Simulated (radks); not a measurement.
Isoelectronic series with 19 electrons, each ion in its NIST ground configuration. Method: scalar-relativistic Kohn-Sham, PBE, spin-polarised, spherical densities, point nucleus; open shells are filled with parallel spins first (spin-orbit coupling, left out, can overturn this in heavy ions); computed with a radial shooting solver on a logarithmic mesh with Libxc functionals. Total energies (hartree) and mean radii <r> (bohr) (* marks an orbital that is empty in some or all of the ions):

| ion | configuration | E (hartree) | 4s down* | 4s up* | 3d down* | 3d up | 3p down |
|---|---|---|---|---|---|---|---|
| Dy47+ | [Ar] 3d1 | -10162.7722 | 0.4159 | 0.4156 | 0.1899 | 0.1897 | 0.2145 |
| Ho48+ | [Ar] 3d1 | -10509.5143 | 0.4077 | 0.4074 | 0.1864 | 0.1862 | 0.2105 |
| Er49+ | [Ar] 3d1 | -10863.0533 | 0.3998 | 0.3996 | 0.1830 | 0.1828 | 0.2067 |
| Tm50+ | [Ar] 3d1 | -11223.4631 | 0.3922 | 0.3919 | 0.1797 | 0.1796 | 0.2030 |
| Yb51+ | [Ar] 3d1 | -11590.8205 | 0.3848 | 0.3846 | 0.1766 | 0.1764 | 0.1994 |
| Lu52+ | [Ar] 3d1 | -11965.2049 | 0.3777 | 0.3774 | 0.1735 | 0.1734 | 0.1959 |
| Hf53+ | [Ar] 3d1 | -12346.6988 | 0.3707 | 0.3705 | 0.1706 | 0.1704 | 0.1926 |
| Ta54+ | [Ar] 3d1 | -12735.3877 | 0.3640 | 0.3638 | 0.1677 | 0.1676 | 0.1893 |
| W55+ | [Ar] 3d1 | -13131.3603 | 0.3575 | 0.3573 | 0.1650 | 0.1648 | 0.1861 |
| Re56+ | [Ar] 3d1 | -13534.7086 | 0.3512 | 0.3510 | 0.1623 | 0.1621 | 0.1831 |
| Os57+ | [Ar] 3d1 | -13945.5283 | 0.3451 | 0.3449 | 0.1597 | 0.1596 | 0.1801 |
| Ir58+ | [Ar] 3d1 | -14363.9188 | 0.3391 | 0.3390 | 0.1572 | 0.1570 | 0.1772 |
| Pt59+ | [Ar] 3d1 | -14789.9833 | 0.3333 | 0.3332 | 0.1547 | 0.1546 | 0.1744 |
